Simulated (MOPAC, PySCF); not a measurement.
C2H6AlI, SMILES `[CH3][Al]([CH3])[I]`, neutral singlet in the gas phase. 

Cartesian coordinates (Å):
SMILES: [CH3][Al]([CH3])[I]
```xyz
10

C     -1.7306    -0.3213    -0.0995
Al     0.0033     0.5584     0.0074
C      1.7409    -0.3192     0.0588
I     -0.0210     3.0637     0.1188
H     -1.6467    -1.4100    -0.0970
H     -2.3669    -0.0234     0.7379
H     -2.2552    -0.0221    -1.0112
H      2.0022    -0.5680     1.0925
H      1.7382    -1.2545    -0.5065
H      2.5334     0.3226    -0.3289
```
Charge 0, spin multiplicity 1.

All levels are single points at this geometry (B3LYP-D3(BJ)/def2-TZVP); Pople sets use spherical d functions. Orbital energies aren't observables, and empty levels follow the basis.

B3LYP/LANL2DZ in PySCF gives gap (eV) = 5.82.

**Question.** Estimate the gap (eV) from each of these levels: PBE-D3(BJ)/def2-TZVP in PySCF; ωB97X-D3(BJ)/def2-TZVP in PySCF; B3LYP/6-311+G** (LANL2DZ on I) in PySCF; B3LYP/6-31G* (LANL2DZ on I) in PySCF; PBE/6-31G* (LANL2DZ on I) in PySCF; HF/6-31G* (LANL2DZ on I) in PySCF; AM1 in MOPAC; PM3 in MOPAC.

**Answer.** 
```json
[
 {"level": "PBE-D3(BJ)/def2-TZVP in PySCF", "gap (eV)": "4.44"},
 {"level": "ωB97X-D3(BJ)/def2-TZVP in PySCF", "gap (eV)": "10.50"},
 {"level": "B3LYP/6-311+G** (LANL2DZ on I) in PySCF", "gap (eV)": "5.90"},
 {"level": "B3LYP/6-31G* (LANL2DZ on I) in PySCF", "gap (eV)": "5.87"},
 {"level": "PBE/6-31G* (LANL2DZ on I) in PySCF", "gap (eV)": "4.43"},
 {"level": "HF/6-31G* (LANL2DZ on I) in PySCF", "gap (eV)": "11.46"},
 {"level": "AM1 in MOPAC", "gap (eV)": "8.59"},
 {"level": "PM3 in MOPAC", "gap (eV)": "7.49"}
]
```
